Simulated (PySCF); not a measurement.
Job file and geometry (Å, from GFN2-xTB) of an NMR shielding run on SMILES CP(CP)c1ccsc1, C₆H₁₀P₂S, GIAO PBE0/pcSseg-1 NMR shielding, non-relativistic, gas phase in PySCF 2.14.0, density-fitted response routines; density fitting, a coarse starting grid and PySCF grid level 2 are the driver's defaults:

```
$ OMP_NUM_THREADS=1 python probes_run.py task.json out

{"job": {"kind": "nmr", "xc": "PBE0", "basis": "pcSseg-1"}, "charge": 0, "multiplicity": 1}
C     -0.830507    -2.054043     1.004458
P     -0.947519    -0.211306     1.138273
C     -1.784971     0.106902    -0.500852
P     -2.010155     1.916202    -0.857795
C      0.745714     0.235071     0.625506
C      1.520208    -0.341104    -0.419193
C      2.726349     0.256659    -0.560423
S      2.961353     1.536341     0.565908
C      1.406767     1.257508     1.237672
H     -0.116854    -2.411987     1.744605
H     -0.521676    -2.377245     0.012090
H     -1.807537    -2.477494     1.233139
H     -1.231538    -0.347355    -1.329307
H     -2.781313    -0.347400    -0.471891
H     -2.408588     2.256977     0.434056
H     -0.689581     2.280890    -0.587255
H      1.195124    -1.159310    -1.036836
H      3.503645     0.026820    -1.261977
H      1.061275     1.863125     2.052691
```

Q: Write the output of this run.

A: 
```
coarse grid: 17592 points
cycle   1  E = -1314.6704009953  dE =  1.287e+00  |g| = 4.334e-01  |ddm| = 4.315e+00
cycle   2  E = -1314.6295851686  dE =  4.082e-02  |g| = 5.750e-01  |ddm| = 1.047e+00
cycle   3  E = -1314.7152521570  dE = -8.567e-02  |g| = 1.222e-01  |ddm| = 7.665e-01
cycle   4  E = -1314.7191609601  dE = -3.909e-03  |g| = 3.796e-02  |ddm| = 1.933e-01
cycle   5  E = -1314.7195054461  dE = -3.445e-04  |g| = 9.807e-03  |ddm| = 4.454e-02
cycle   6  E = -1314.7195311060  dE = -2.566e-05  |g| = 2.762e-03  |ddm| = 1.675e-02
cycle   7  E = -1314.7195326481  dE = -1.542e-06  |g| = 1.048e-03  |ddm| = 3.752e-03
final grid: 156568 points
cycle   8  E = -1314.7777704290  dE = -3.583e-05  |g| = 1.107e-02  |ddm| = 4.945e-02
cycle   9  E = -1314.7777314871  dE =  3.894e-05  |g| = 1.624e-02  |ddm| = 2.768e-02
cycle  10  E = -1314.7778003437  dE = -6.886e-05  |g| = 2.325e-03  |ddm| = 1.997e-02
cycle  11  E = -1314.7778018417  dE = -1.498e-06  |g| = 3.778e-04  |ddm| = 3.025e-03
cycle  12  E = -1314.7778018760  dE = -3.436e-08  |g| = 1.057e-04  |ddm| = 5.141e-04
cycle  13  E = -1314.7778018786  dE = -2.538e-09  |g| = 3.893e-05  |ddm| = 1.481e-04
cycle  14  E = -1314.7778018789  dE = -3.574e-10  |g| = 9.901e-06  |ddm| = 5.065e-05
converged SCF energy = -1314.7778018789

GIAO shielding tensors (ppm)
atom      isotropic    diamagn.    paramagn.     s11        s22        s33       span
  0 C      167.436     253.311     -85.875    156.678    160.578    185.054     28.376
  1 P      375.314     967.366    -592.052    333.631    376.082    416.230     82.600
  2 C      165.182     256.818     -91.636    151.055    165.287    179.204     28.149
  3 P      497.686     965.512    -467.826    420.963    486.968    585.128    164.164
  4 C       41.891     262.661    -220.770    -30.653     11.564    144.761    175.414
  5 C       57.359     251.332    -193.973    -29.818     43.619    158.277    188.095
  6 C       50.207     260.292    -210.085    -38.643     46.844    142.420    181.063
  7 S      267.552    1056.447    -788.896    128.049    279.704    394.902    266.852
  8 C       42.391     255.304    -212.913    -54.298     46.609    134.863    189.161
  9 H       30.368      30.407      -0.039     25.975     27.771     37.358     11.382
 10 H       30.089      32.709      -2.620     25.592     29.265     35.411      9.819
 11 H       30.244      30.260      -0.015     25.812     27.314     37.608     11.797
 12 H       30.590      33.816      -3.227     26.062     29.857     35.850      9.788
 13 H       30.411      31.838      -1.427     24.689     28.901     37.644     12.955
 14 H       29.236      30.341      -1.104     24.969     27.329     35.410     10.441
 15 H       29.563      30.548      -0.985     22.869     30.283     35.536     12.668
 16 H       24.321      33.272      -8.950     20.230     23.722     29.012      8.782
 17 H       24.347      30.714      -6.367     21.068     24.990     26.984      5.916
 18 H       24.112      32.044      -7.932     20.946     24.523     26.868      5.923
```

Size and cost of the density-fitted run: 224 basis functions, 45 s wall time on 1 thread of an Arm Neoverse V1, shared host; peak memory 0.95 GiB.
